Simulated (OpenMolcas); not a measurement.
**3d2 along the 20-electron sequence**

```yaml
Program: OpenMolcas
Method: CASSCF
Basis: ANO-RCC-VTZP
Scalar_Hamiltonian: DKH2, point nucleus
Spin-orbit_coupling: state interaction with AMFI integrals over the reference wave functions, term energies averaged over their components
```

Active space for each ion: 2 electrons in 10 orbitals (3d 4d).

Computed levels in cm-1 above 3F2:

| Level | Cr4+ | Mn5+ | Co7+ |
| --- | --- | --- | --- |
| 3F3 | 508 | 754 | 1371 |
| 3F4 | 1159 | 1711 | 3075 |
| 1D2 | 16093 | 18570 | 23083 |
| 3P0 | 18898 | 21606 | 26432 |
| 3P1 | 19074 | 21871 | 26936 |
| 3P2 | 19461 | 22471 | 28122 |
| 1G4 | 24701 | 28431 | 35248 |
| 1S0 | 59031 | 67852 | 84317 |
| weight of 3F in the lowest level (%) | 100 | 100 | 100 |

Measured, with the error of the calculation in %. Measured levels: Cr4+ from Sugar and Corliss, J. Phys. Chem. Ref. Data 6, 317 (1977); Mn5+ from Corliss and Sugar, J. Phys. Chem. Ref. Data 6, 1253 (1977); Co7+ from Sugar and Corliss, J. Phys. Chem. Ref. Data 10, 1097 (1981).

| Level | Cr4+ | Mn5+ | Co7+ |
| --- | --- | --- | --- |
| 3F3 | 508 (-0.1) | 746 (+1.1) | 1430 (-4.1) |
| 3F4 | 1142 (+1.5) | 1669 (+2.5) | 3144 (-2.2) |
| 1D2 | 13188 (+22.0) | 15336 (+21.1) | 19624 (+17.6) |
| 3P0 | 15492 (+22.0) | 17782 (+21.5) | 22304 (+18.5) |
| 3P1 | 15677 (+21.7) | 18057 (+21.1) | 22839 (+17.9) |
| 3P2 | 16041 (+21.3) | 18628 (+20.6) | 24055 (+16.9) |
| 1G4 | 22019 (+12.2) | 25511 (+11.4) | 32360 (+8.9) |
| 1S0 | 51146 (+15.4) |  | 74247 (+13.6) |

The fine-structure level 3F4 changes by a factor of 2.65 from Cr4+ to Co7+. Its fourth root runs 5.83, 6.43, 7.45, with steps per unit of Z of 0.60, 0.51; equal steps would mean a (Z - σ)^4 law with constant σ.

1D2 changes by a factor of 1.43 over the same range, with steps per unit of Z of +2480, +2260 cm-1.

Without dynamic correlation excited terms often stand tens of per cent too high (terms of higher spin than the ground term too low), and those without a measured partner can miss by more than the paired ones. Active for correlation alone: 4d; no level in the range computed is led by a configuration that fills it, so any true level of that kind is missing. Computed and measured levels are paired by configuration, term and J; levels that our copy of the source lacks, or whose pairing is in doubt (as where it misses far off the trend of its configuration), stay unpaired and out of the deviations. Levels of configurations outside the active space are missing.
